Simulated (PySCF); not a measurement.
H$_{2}$Cl$_{2}$S$_{2}$Si (SMILES S[Si](S)(Cl)Cl), singlet, geometry from GFN2-xTB, atoms displaced at random by about 0.08 Å a coordinate; R2SCAN/STO-3G, gradient run with PySCF.

PySCF was given this input:
```python
from pyscf import gto, scf, dft

mol = gto.Mole()
mol.atom = '''
    S    -0.047848    1.943391   -0.882221
    Si   -0.012364   -0.029393   -0.031767
    S     1.950140   -0.504185    0.742477
    Cl   -0.652500   -1.360826   -1.293032
    Cl   -1.292203   -0.237235    1.685194
    H     0.200979    2.566547    0.159270
    H     2.561774   -0.269583   -0.389121
'''
mol.basis = 'sto-3g'
mol.charge = 0
mol.spin = 0
mol.verbose = 4
mol.build()

mf = dft.RKS(mol)
mf.xc = 'r2scan'
mf.conv_tol = 1e-4
mf.kernel()
g = mf.nuc_grad_method()
grad = g.kernel()
```

### Question
Predict the main parts of the log of this PySCF run.

### Answer

```
PySCF version 2.14.0

[INPUT] verbose = 4
[INPUT] num. atoms = 7
[INPUT] num. electrons = 82
[INPUT] charge = 0
[INPUT] spin (= nelec alpha-beta = 2S) = 0
[INPUT] symmetry False subgroup None
[INPUT] Mole.unit = angstrom
[INPUT] Symbol           X                Y                Z      unit          X                Y                Z       unit  Magmom
[INPUT]  1 S     -0.047848000000   1.943391000000  -0.882221000000 AA   -0.090419615608   3.672476742945  -1.667156071340 Bohr   0.0
[INPUT]  2 Si    -0.012364000000  -0.029393000000  -0.031767000000 AA   -0.023364573804  -0.055544719979  -0.060030929799 Bohr   0.0
[INPUT]  3 S      1.950140000000  -0.504185000000   0.742477000000 AA    3.685230504559  -0.952771566114   1.403078183789 Bohr   0.0
[INPUT]  4 Cl    -0.652500000000  -1.360826000000  -1.293032000000 AA   -1.233046296279  -2.571588443187  -2.443476350299 Bohr   0.0
[INPUT]  5 Cl    -1.292203000000  -0.237235000000   1.685194000000 AA   -2.441909767341  -0.448309177161   3.184555126760 Bohr   0.0
[INPUT]  6 H      0.200979000000   2.566547000000   0.159270000000 AA    0.379795266789   4.850070915824   0.300976679859 Bohr   0.0
[INPUT]  7 H      2.561774000000  -0.269583000000  -0.389121000000 AA    4.841051253032  -0.509438037839  -0.735332119317 Bohr   0.0

nuclear repulsion = 519.083466937298
number of shells = 27
number of NR pGTOs = 141
number of NR cGTOs = 47
basis = sto-3g
ecp = {}

******** <class 'pyscf.dft.rks.RKS'> ********
method = RKS
initial guess = minao
damping factor = 0
level_shift factor = 0
DIIS = <class 'pyscf.scf.diis.CDIIS'>
diis_start_cycle = 1
diis_space = 8
diis_damp = 0
SCF conv_tol = 0.0001
SCF conv_tol_grad = None
SCF max_cycles = 50
direct_scf = True
direct_scf_tol = 1e-13
XC library pyscf.dft.libxc version 7.1.2
    S. Lehtola, C. Steigemann, M. J. T. Oliveira, and M. A. L. Marques,  SoftwareX 7, 1–5 (2018)
XC functionals = r2scan
    J. W. Furness, A. D. Kaplan, J. Ning, J. P. Perdew, and J. Sun,  J. Phys. Chem. Lett. 11, 8208–8215 (2020)
    J. W. Furness, A. D. Kaplan, J. Ning, J. P. Perdew, and J. Sun,  J. Phys. Chem. Lett. 11, 9248–9248 (2020)
    J. W. Furness, A. D. Kaplan, J. Ning, J. P. Perdew, and J. Sun,  J. Phys. Chem. Lett. 11, 8208–8215 (2020)
    J. W. Furness, A. D. Kaplan, J. Ning, J. P. Perdew, and J. Sun,  J. Phys. Chem. Lett. 11, 9248–9248 (2020)
radial grids:
    Treutler-Ahlrichs [JCP 102, 346 (1995); DOI:10.1063/1.469408] (M4) radial grids

becke partition: Becke, JCP 88, 2547 (1988); DOI:10.1063/1.454033
pruning grids: <function nwchem_prune>
grids dens level: 3
symmetrized grids: False
atomic radii adjust function: <function treutler_atomic_radii_adjust>
small_rho_cutoff = 0
Set gradient conv threshold to 0.01
Initial guess from minao.
tot grids = 114320
init E= -1984.8044725638
  HOMO = -0.315039153040199  LUMO = -0.0753076720421575  gap/eV = 6.52343
cycle= 1 E= -1985.20092083649  delta_E= -0.396  |g|= 0.53  |ddm|=  3.4
  HOMO = -0.119119708889412  LUMO = 0.0134132849734703  gap/eV = 3.60641
cycle= 2 E= -1985.12429591953  delta_E= 0.0766  |g|= 0.701  |ddm|= 2.48
  HOMO = -0.135809293417664  LUMO = 0.0587959925957904  gap/eV = 5.29548
cycle= 3 E= -1985.3301509864  delta_E= -0.206  |g|= 0.0444  |ddm|= 1.49
  HOMO = -0.131073756102359  LUMO = 0.0515163738990365  gap/eV = 4.96853
cycle= 4 E= -1985.33129153856  delta_E= -0.00114  |g|= 0.0103  |ddm|= 0.168
  HOMO = -0.133863840804182  LUMO = 0.0514854000845533  gap/eV = 5.04361
cycle= 5 E= -1985.33135107291  delta_E= -5.95e-05  |g|= 0.00325  |ddm|= 0.0371
  HOMO = -0.132354244037159  LUMO = 0.0518484617687646  gap/eV = 5.01241
Extra cycle  E= -1985.33134940864  delta_E= 1.66e-06  |g|= 0.0037  |ddm|= 0.0181
converged SCF energy = -1985.33134940864

******** <class 'pyscf.grad.rks.Gradients'> for <class 'pyscf.dft.rks.RKS'> ********
unit = Eh/Bohr
grid_response = False
--------------- RKS gradients ---------------
         x                y                z
0 S     0.0275210386     0.0551050475     0.0906462155
1 Si    -0.0411564410    -0.0646710748    -0.0761353524
2 S     0.0260894028     0.0071379866    -0.0311968620
3 Cl     0.0308784763     0.0607840544     0.0675202815
4 Cl    -0.0045499942    -0.0045876167     0.0043585116
5 H    -0.0214446852    -0.0431771790    -0.0882785083
6 H    -0.0147233514    -0.0079612215     0.0335552648
----------------------------------------------
```
